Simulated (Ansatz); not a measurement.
Species: BNH$_{5}$, charge 0, doublet. BNH5 (SMILES [BH2-][NH3+], doublet).
B3LYP-D3(BJ)/def2-TZVP minimum from Ansatz (a first-principles code):
```
N
H 1 1.0160
H 1 1.0160 2 107.50
H 1 1.0259 2 107.16 3 114.90
B 1 1.6174 2 110.12 3 -119.97
H 5 1.1945 1 110.53 2 -50.11
H 5 1.1945 6 124.23 1 135.06
```
Charge 0, spin multiplicity 2.

Total energies in cc-pVDZ, 13 correlated electrons, 2 frozen orbitals. UHF or UKS for unpaired electrons; spin-orbit terms are left out. Correlated methods leave the cores frozen. No relativity.

```csv
method,program,energy (Eh),minus CCSDT(Q) (mEh)
HF,Ansatz,-81.98900,312.69
MP2,Ansatz,-82.26111,40.58
CCSD,Ansatz,-82.29392,7.78
CCSD(T),Ansatz,-82.30064,1.05
CCSDT(Q),Ansatz,-82.30169,0.00
```

Rough core times of Ansatz's runs on a shared machine: CCSD(T) under 20 s, CCSDT(Q) 3 min.
